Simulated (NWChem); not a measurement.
Species: C3H7NSi; SMILES [SiH3]C1=NCC1

```xyz
12

Si     0.0219     1.8390     0.0393
C      0.0019    -0.0492     0.0534
N      0.9972    -0.8181     0.3810
C      0.1777    -2.0425     0.1315
C     -1.0207    -1.1310    -0.2628
H     -1.0254     2.3575     0.9616
H      1.3571     2.3265     0.4621
H     -0.2905     2.3325    -1.3300
H      0.5928    -2.6699    -0.6652
H      0.0481    -2.6514     1.0332
H     -1.3537    -1.1903    -1.3053
H     -1.8983    -1.1718     0.3926
```
Atoms are numbered in this order, from 1.

All runs: NWChem. Pople sets run with spherical d functions. Coordinates come from a B3LYP/6-31G* (spherical d) optimisation. Isolated, static molecule.

GIAO at B3LYP/6-31G*: principal shieldings of C4 are 107.9, 118.6, 160.8 ppm; an isolated tetramethylsilane molecule has σ = 190.2 ppm at the same levels.

Q: Find the isotropic 13C shift, its principal values, the span and the skew.

A: 
1. σ(iso) = one third of the sum = 129.1 ppm.
2. δ = σ(reference) − σ = 61.1 ppm against tetramethylsilane.
3. δ11, δ22, δ33 = 82.3, 71.6, 29.4 ppm.
4. Span Ω = δ11 − δ33 = 52.9 ppm; skew κ = 3(δ22 − δ(iso))/Ω = 0.60.
